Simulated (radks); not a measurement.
These are the eigenvalues of the occupied orbitals of an atom or ion with whole-number occupations (eV). Calculated with a radial shooting solver on a logarithmic mesh with Libxc functionals: scalar-relativistic Kohn-Sham, LDA (Slater exchange, Perdew-Wang correlation), spin-polarised, spherical densities, finite nucleus; Fermi nuclear charge, rms radius of each element as measured or else 0.836 A^(1/3) + 0.57 fm.

orbital  eigenvalue
1s up     -40253.40
1s down   -40253.37
2s up     -6471.151
2s down   -6471.135
2p up     -5801.886
2p down   -5801.863
3s up     -1417.163
3s down   -1417.139
3p up     -1204.242
3p down   -1204.216
3d up     -900.7587
3d down   -900.7344
4s up     -309.5218
4s down   -309.4750
4p up     -239.6829
4p down   -239.6326
4d up     -138.9985
4d down   -138.9376
5s up      -64.2011
5s down    -64.0393
5p up      -45.5351
5p down    -45.3351
6p up      -13.8961

Which element is it, and in what charge state? The configuration may be excited. Open shells, if any, are filled with parallel spins first.

Answer. Z = 58, cerium, charge +2: Ce2+ in [Xe] 6p2. The list shows which subshells hold electrons but not how many an open one holds; the 1s level, -1479.3 hartree, gives Z - s = 54.4 by -(Z - s)^2/2, which with screening and relativity narrows Z to a few neighbours, and the depths of the outer levels then fix element, charge and occupations together.
